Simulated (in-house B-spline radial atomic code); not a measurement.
Settings and results of a run for Ge⁶⁺. Computed with a B-spline radial code for spherical atoms: Dirac-Kohn-Sham wB97X, spherical fractional occupations, Fermi nucleus of rms radius 4.0742 fm.

Command:
```bash
python run_scf.py task.json out
```
Settings (nuclear radius in fm, mass in u):
```
Z                32
configuration    [Ar] 3d8
hamiltonian      dirac
method           wb97x
spin_polarised   False
nucleus          fermi
rms_radius       4.0742
atomic_mass      73.92118
speed_of_light   137.035999084
```

Output (hartree, bohr):
```
 radial grid: 65 intervals, B-splines of order 8, outer radius 10.2985 bohr

 iter        energy (Eh)    residual
    1       -2063.653925    1.10e+00
    2       -2078.098752    8.13e-01
    3       -2086.819005    1.80e-01
    4       -2087.403623    4.68e-02
    5       -2087.420439    2.59e-02
    6       -2087.430082    1.80e-03
    7       -2087.430111    1.14e-04
    8       -2087.430111    1.67e-05
    9       -2087.430111    1.05e-06
   10       -2087.430111    2.34e-08

 total energy                     -2087.43011
 kinetic                            2132.3262
 electron-nucleus                  -4934.4930
 Hartree                             791.0839
 exact exchange                      -15.1450
 exchange-correlation                -61.2022

 first-order corrections (not in the total)
   Gaunt                             1.0481
   retardation                      -0.0978
   frequency dependence             -0.0037
   self-energy                       0.7020
   Uehling                          -0.0671
   Wichmann-Kroll                    0.0006
   recoil                            0.0115

 orbital      occ     eigenvalue          <r>       <r^2>       <1/r>       r_max    small
 1s1/2      2.000      -408.3129    0.0469909  0.00297198     32.3877     0.03072  1.34e-02
 2s1/2      2.000       -55.1649     0.209552    0.051851     7.15771       0.176  2.60e-03
 2p1/2      2.000       -49.5000     0.181159   0.0402992      7.1115      0.1392  2.58e-03
 2p3/2      4.000       -48.3265     0.184744     0.04178     6.91815      0.1422  2.53e-03
 3s1/2      2.000       -10.4139     0.611861    0.430053     2.33578      0.5386  6.18e-04
 3p1/2      2.000        -8.5165     0.621046    0.450647     2.22109      0.5324  5.72e-04
 3p3/2      4.000        -8.3488     0.630246    0.463829     2.17673      0.5404  5.60e-04
 3d3/2      3.200        -5.0343     0.651619    0.519045     1.93112       0.487  4.56e-04
 3d5/2      4.800        -5.0089     0.654868    0.524033     1.92011      0.4895  4.53e-04
```

Run time, properties included: 2.5 s on 1 thread of Arm Neoverse V2 (shared host).

For the Dirac Hamiltonian the kinetic term is c α·p + (β - 1)c².

Caution: exact exchange at fractional occupations of open shells leaves self-interaction of up to several eV.
